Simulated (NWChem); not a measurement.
System: CH$_{4}$BFO$_{2}$; SMILES OB(CF)O

Input file for NWChem:

```
start job
memory heap 200 mb stack 700 mb global 900 mb
geometry units angstroms noautosym nocenter noautoz
  O      1.375772    -0.581373     0.000000
  B      0.025443    -0.598595     0.000000
  O     -0.603799    -1.801939     0.000000
  C     -0.750638     0.795132     0.000000
  F      0.171933     1.833168     0.000000
  H      1.684922     0.333603     0.000000
  H     -1.562113    -1.742938     0.000000
  H     -1.401040     0.905590    -0.887314
  H     -1.401040     0.905590     0.887314
end
basis spherical
  O library 6-31g*
  B library 6-31g*
  C library 6-31g*
  F library 6-31g*
  H library 6-31g*
end
dft
  xc b3lyp
  iterations 150
end
property
  shielding 8 1 2 3 4 5 6 7 8
  efieldgrad
end
task dft property
```

Excerpt of the output:

```
             Northwest Computational Chemistry Package (NWChem) 7.3.0
             --------------------------------------------------------

                             Geometry "geometry" -> ""
                             -------------------------

 Output coordinates in angstroms (scale by  1.889725989 to convert to a.u.)

  No.       Tag          Charge          X              Y              Z
 ---- ---------------- ---------- -------------- -------------- --------------
    1 O                    8.0000     1.37577200    -0.58137300     0.00000000
    2 B                    5.0000     0.02544300    -0.59859500     0.00000000
    3 O                    8.0000    -0.60379900    -1.80193900     0.00000000
    4 C                    6.0000    -0.75063800     0.79513200     0.00000000
    5 F                    9.0000     0.17193300     1.83316800     0.00000000
    6 H                    1.0000     1.68492200     0.33360300     0.00000000
    7 H                    1.0000    -1.56211300    -1.74293800     0.00000000
    8 H                    1.0000    -1.40104000     0.90559000    -0.88731400
    9 H                    1.0000    -1.40104000     0.90559000     0.88731400

 Effective nuclear repulsion energy (a.u.)     169.7946186668

                              NWChem Property Module
                              ----------------------

  itol2e modified to match energy
  convergence criterion.

                                 NWChem DFT Module
                                 -----------------

 Summary of "ao basis" -> "ao basis" (spherical)
 ------------------------------------------------------------------------------
       Tag                 Description            Shells   Functions and Types
 ---------------- ------------------------------  ------  ---------------------
 O                           6-31g*                  6       14   3s2p1d
 B                           6-31g*                  6       14   3s2p1d
 C                           6-31g*                  6       14   3s2p1d
 F                           6-31g*                  6       14   3s2p1d
 H                           6-31g*                  2        2   2s

  itol2e modified to match energy
  convergence criterion.

            General Information
            -------------------
          SCF calculation type: DFT
          Wavefunction type:  closed shell.
          No. of atoms     :     9
          No. of electrons :    40
           Alpha electrons :    20
            Beta electrons :    20
          Charge           :     0
          Spin multiplicity:     1
          Use of symmetry is: off; symmetry adaption is: off
          Maximum number of iterations: 150
          AO basis - number of functions:    78
                     number of shells:    38
          Convergence on energy requested:  1.00D-07
          Convergence on density requested:  1.00D-05
          Convergence on gradient requested:  5.00D-04

              XC Information
              --------------
                         B3LYP Method XC Potential
                     Hartree-Fock (Exact) Exchange  0.200
                        Slater Exchange Functional  0.800 local
                    Becke 1988 Exchange Functional  0.720 non-local
              Lee-Yang-Parr Correlation Functional  0.810
                  VWN I RPA Correlation Functional  0.190 local

             Grid Information
             ----------------
          Grid used for XC integration:  fine
          Radial quadrature: Mura-Knowles
          Angular quadrature: Lebedev.
          Tag              B.-S. Rad. Rad. Pts. Rad. Cut. Ang. Pts.
          ---              ---------- --------- --------- ---------
          O                   0.60       70           9.0       590
          B                   0.85       70           8.0       590
          C                   0.70       70           8.0       590
          F                   0.50       70          10.0       590
          H                   0.35       60          10.0       590
          Grid pruning is: on
          Number of quadrature shells:   590
          Spatial weights used:  Erf1

      Superposition of Atomic Density Guess
      -------------------------------------

 Sum of atomic energies:        -313.06030928

      Non-variational initial energy
      ------------------------------

 Total energy =    -315.017798
 1-e energy   =    -767.495405
 2-e energy   =     282.682988
 HOMO         =      -0.350686
 LUMO         =       0.109676

   convergence    iter        energy       DeltaE   RMS-Dens  Diis-err
 ---------------- ----- ----------------- --------- --------- ---------
 d= 0,ls=0.0,diis     1   -315.6158487344 -4.85D+02  1.71D-02  1.06D+00
 d= 0,ls=0.0,diis     2   -315.5514274153  6.44D-02  9.38D-03  1.97D+00
 d= 0,ls=0.0,diis     3   -315.7336493943 -1.82D-01  1.06D-03  2.95D-02
 d= 0,ls=0.0,diis     4   -315.7361475594 -2.50D-03  3.56D-04  1.68D-03
 d= 0,ls=0.0,diis     5   -315.7362646610 -1.17D-04  1.41D-04  4.90D-04
  Resetting Diis
 d= 0,ls=0.0,diis     6   -315.7363109695 -4.63D-05  2.83D-05  1.03D-05
 d= 0,ls=0.0,diis     7   -315.7363119320 -9.62D-07  1.63D-05  1.14D-06
 d= 0,ls=0.0,diis     8   -315.7363118861  4.59D-08  8.65D-06  1.65D-06

         Total DFT energy =     -315.736311886147
      One electron energy =     -771.369113454979
           Coulomb energy =      324.625049670978
    Exchange-Corr. energy =      -38.786866768950
 Nuclear repulsion energy =      169.794618666804

 Numeric. integr. density =       40.000000053611

                       DFT Final Molecular Orbital Analysis
                       ------------------------------------

 Vector   18  Occ=2.000000D+00  E=-3.419463D-01
              MO Center= -3.2D-01,  1.1D+00,  1.4D-09, r^2= 2.2D+00
   Bfn.  Coefficient  Atom+Function         Bfn.  Coefficient  Atom+Function
  ----- ------------  ---------------      ----- ------------  ---------------
    61      0.488172  5 F  pz                65      0.359790  5 F  pz
    47     -0.285171  4 C  pz                76      0.217676  8 H  s
    78     -0.217676  9 H  s                 75      0.186874  8 H  s
    77     -0.186874  9 H  s                  5      0.171703  1 O  pz
     9      0.130360  1 O  pz                33      0.104375  3 O  pz

 Vector   19  Occ=2.000000D+00  E=-3.171400D-01
              MO Center=  4.2D-01, -1.1D+00,  7.7D-10, r^2= 2.0D+00
   Bfn.  Coefficient  Atom+Function         Bfn.  Coefficient  Atom+Function
  ----- ------------  ---------------      ----- ------------  ---------------
     5      0.470401  1 O  pz                33     -0.447430  3 O  pz
     9      0.354959  1 O  pz                37     -0.341719  3 O  pz
    61     -0.063448  5 F  pz                65     -0.045041  5 F  pz
    27     -0.032362  2 B  d  1              51      0.029819  4 C  pz

 Vector   20  Occ=2.000000D+00  E=-3.015011D-01
              MO Center= -1.5D-01,  1.4D-01, -4.8D-09, r^2= 2.9D+00
   Bfn.  Coefficient  Atom+Function         Bfn.  Coefficient  Atom+Function
  ----- ------------  ---------------      ----- ------------  ---------------
    46      0.283809  4 C  py                32      0.264097  3 O  py
    60     -0.247714  5 F  py                18     -0.238970  2 B  py
    45     -0.223095  4 C  px                 3     -0.212104  1 O  px
    48     -0.200023  4 C  s                 59      0.199360  5 F  px
    36      0.195149  3 O  py                64     -0.192068  5 F  py

 Vector   21  Occ=0.000000D+00  E= 5.304621D-02
              MO Center= -1.4D-01, -3.7D-01,  6.0D-09, r^2= 2.5D+00
   Bfn.  Coefficient  Atom+Function         Bfn.  Coefficient  Atom+Function
  ----- ------------  ---------------      ----- ------------  ---------------
    23      0.572099  2 B  pz                76      0.514900  8 H  s
    78     -0.514900  9 H  s                 19      0.509686  2 B  pz
    51      0.332902  4 C  pz                 9     -0.298072  1 O  pz
    37     -0.281649  3 O  pz                 5     -0.268363  1 O  pz
    33     -0.243246  3 O  pz                75      0.116125  8 H  s

 Vector   22  Occ=0.000000D+00  E= 5.768172D-02
              MO Center= -1.5D+00, -1.2D+00, -3.4D-10, r^2= 3.1D+00
   Bfn.  Coefficient  Atom+Function         Bfn.  Coefficient  Atom+Function
  ----- ------------  ---------------      ----- ------------  ---------------
    74      1.235032  7 H  s                 34     -0.881635  3 O  s
    48     -0.664930  4 C  s                 35      0.429447  3 O  px
    76      0.327870  8 H  s                 78      0.327870  9 H  s
    50     -0.259668  4 C  py                31      0.253791  3 O  px
    62      0.245406  5 F  s                 20      0.225508  2 B  s

[...]

          -----------------------------------------
          Chemical Shielding Tensors (GIAO, in ppm)
          -----------------------------------------

                                NWChem CPHF Module
                                ------------------

  scftype          =     RHF
  nclosed          =       20
  nopen            =        0
  variables        =     1160
  # of vectors     =        3
  tolerance        = 0.10D-03
  level shift      = 0.00D+00
  max iterations   =       50
  max subspace     =       30

 SCF residual:    2.6138022434289872E-004

Iterative solution of linear equations
  No. of variables     1160
  No. of equations        3
  Maximum subspace       30
        Iterations       50
       Convergence  1.0D-04

   iter   nsub   residual    time
   ----  ------  --------  ---------
     1      3    3.07D-01      57.8
     2      6    1.41D-02      65.0
     3      9    7.59D-04      72.3
     4     12    2.77D-05      79.5

      Atom:    1  O
        Diamagnetic
    405.3337      8.4789     -0.0000
      8.4789    389.9671     -0.0000
     -0.0000     -0.0000    374.7497

        Paramagnetic
   -175.0218    -60.9164      0.0000
    -60.9164   -293.8672     -0.0000
      0.0000     -0.0000    -51.7641

        Total Shielding Tensor
    230.3119    -52.4375     -0.0000
    -52.4375     96.0999     -0.0000
     -0.0000     -0.0000    322.9856

           isotropic =     216.4658
          anisotropy =     159.7796

          Principal Components and Axis System
                 1           2           3
              322.9856    248.3699     78.0419

      1         0.0000      0.9455      0.3256
      2        -0.0000     -0.3256      0.9455
      3         1.0000     -0.0000      0.0000

      Atom:    2  B
        Diamagnetic
    202.6911     -0.3876     -0.0000
     -0.3876    207.9975      0.0000
     -0.0000      0.0000    183.6903

        Paramagnetic
   -124.4906      1.2460     -0.0000
      1.2460   -136.4689      0.0000
     -0.0000      0.0000    -78.3563

        Total Shielding Tensor
     78.2005      0.8585     -0.0000
      0.8585     71.5286      0.0000
     -0.0000      0.0000    105.3340

           isotropic =      85.0210
          anisotropy =      30.4694

          Principal Components and Axis System
                 1           2           3
              105.3340     78.3092     71.4199

      1        -0.0000      0.9921     -0.1256
      2         0.0000      0.1256      0.9921
      3         1.0000      0.0000     -0.0000

      Atom:    3  O
        Diamagnetic
    400.2748     12.3125      0.0000
     12.3125    394.0539      0.0000
      0.0000      0.0000    374.3226

        Paramagnetic
   -271.4237      8.4142     -0.0000
      8.4142   -137.4567      0.0000
     -0.0000      0.0000    -70.3039

        Total Shielding Tensor
    128.8511     20.7267     -0.0000
     20.7267    256.5972      0.0000
     -0.0000      0.0000    304.0187

           isotropic =     229.8223
          anisotropy =     111.2946

          Principal Components and Axis System
                 1           2           3
              304.0187    259.8759    125.5724

      1        -0.0000      0.1562      0.9877
      2         0.0000      0.9877     -0.1562
      3         1.0000     -0.0000      0.0000

      Atom:    4  C
        Diamagnetic
    248.9574      3.0287     -0.0000
      3.0287    253.5598      0.0000
     -0.0000      0.0000    240.5312

        Paramagnetic
   -119.0644     41.1324     -0.0000
     41.1324   -103.9912     -0.0000
     -0.0000     -0.0000   -156.7939

        Total Shielding Tensor
    129.8929     44.1610     -0.0000
     44.1610    149.5687     -0.0000
     -0.0000     -0.0000     83.7372

           isotropic =     121.0663
          anisotropy =      95.8622

          Principal Components and Axis System
                 1           2           3
              184.9744     94.4872     83.7372

      1         0.6255      0.7802      0.0000
      2         0.7802     -0.6255     -0.0000
      3        -0.0000     -0.0000      1.0000

      Atom:    5  F
        Diamagnetic
    476.8312     13.1049      0.0000
     13.1049    478.4250      0.0000
      0.0000      0.0000    457.2637

        Paramagnetic
    -25.1975    -31.6496      0.0000
    -31.6496    -10.1034     -0.0000
      0.0000     -0.0000     18.4692

        Total Shielding Tensor
    451.6337    -18.5447      0.0000
    -18.5447    468.3217     -0.0000
      0.0000     -0.0000    475.7329

           isotropic =     465.2294
          anisotropy =      22.6255

          Principal Components and Axis System
                 1           2           3
              480.3131    475.7329    439.6422

      1        -0.5430     -0.0000      0.8397
      2         0.8397      0.0000      0.5430
      3        -0.0000      1.0000      0.0000

      Atom:    6  H
        Diamagnetic
     27.6823      7.5450     -0.0000
      7.5450     39.9617     -0.0000
     -0.0000     -0.0000     15.2003

        Paramagnetic
      1.3880     -5.5526     -0.0000
     -5.5526     -7.8072     -0.0000
     -0.0000     -0.0000      5.4687

        Total Shielding Tensor
     29.0704      1.9924     -0.0000
      1.9924     32.1545     -0.0000
     -0.0000     -0.0000     20.6690

           isotropic =      27.2979
          anisotropy =       8.7509

          Principal Components and Axis System
                 1           2           3
               33.1319     28.0930     20.6690

      1         0.4404      0.8978      0.0000
      2         0.8978     -0.4404      0.0000
      3        -0.0000     -0.0000      1.0000

      Atom:    7  H
        Diamagnetic
     44.5835      2.9145     -0.0000
      2.9145     22.9309      0.0000
     -0.0000      0.0000     17.3270

        Paramagnetic
     -8.7109     -0.4525     -0.0000
     -0.4525      4.8583     -0.0000
     -0.0000     -0.0000      6.7794

        Total Shielding Tensor
     35.8726      2.4620     -0.0000
      2.4620     27.7892     -0.0000
     -0.0000     -0.0000     24.1064

           isotropic =      29.2561
          anisotropy =      10.9610

          Principal Components and Axis System
                 1           2           3
               36.5634     27.0984     24.1064

      1         0.9628     -0.2702      0.0000
      2         0.2702      0.9628     -0.0000
      3        -0.0000      0.0000      1.0000

      Atom:    8  H
        Diamagnetic
     30.5748     -0.6080      8.6817
     -0.6080     25.3447     -1.4324
      8.6817     -1.4324     30.4654

        Paramagnetic
     -0.7795      2.8826     -6.0499
      2.8826      2.8891      1.4024
     -6.0499      1.4024     -4.2703

        Total Shielding Tensor
     29.7953      2.2745      2.6318
      2.2745     28.2338     -0.0300
      2.6318     -0.0300     26.1951

           isotropic =      28.0747
          anisotropy =       6.2258

          Principal Components and Axis System
                 1           2           3
               32.2252     27.5615     24.4375

      1         0.8140     -0.2512     -0.5237
      2         0.4612      0.8276      0.3200
      3         0.3530     -0.5020      0.7896
```

Level: B3LYP/6-31G* (spherical d), GIAO. All runs use the structure optimised with PBE0/def2-SVP. NWChem prints the field gradient with the sign opposite to the second derivative of the potential. The printed shielding anisotropy is the first printed principal value minus the mean of the other two.
